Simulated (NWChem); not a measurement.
GeF$_{2}$, singlet; SMILES [F][Ge][F]

```xyz
3

Ge     0.0000     0.0000     0.4005
F     -1.3343     0.0000    -0.7616
F      1.3343     0.0000    -0.7616
```
Atoms are numbered in this order, from 1.

Level: PBE-D3(BJ)/def2-SVP (NWChem), optimised geometry, unscaled harmonic frequencies. Low-valent species are run as closed-shell singlets; no triplet was tried in these runs.

### Question
List the harmonic frequencies with IR intensities, and the thermochemistry.

### Answer
```json
[
 {"frequency (cm⁻¹)": "243", "IR intensity (km/mol)": "10.1"},
 {"frequency (cm⁻¹)": "661", "IR intensity (km/mol)": "85.4"},
 {"frequency (cm⁻¹)": "671", "IR intensity (km/mol)": "63.4"}
]
```

```
Item                                                                                Value
-----------------------------------------------------------------------  ----------------
zero-point energy                                                            2.3 kcal/mol
thermal correction to the enthalpy at 298.15 K (with zero-point energy)      5.1 kcal/mol
heat capacity Cv                                                          9.5 cal/(mol K)
entropy at 298.15 K and 1 atm (symmetry number 2)                        65.0 cal/(mol K)
dipole moment                                                                      2.14 D
```

Rigid rotor and harmonic oscillator.
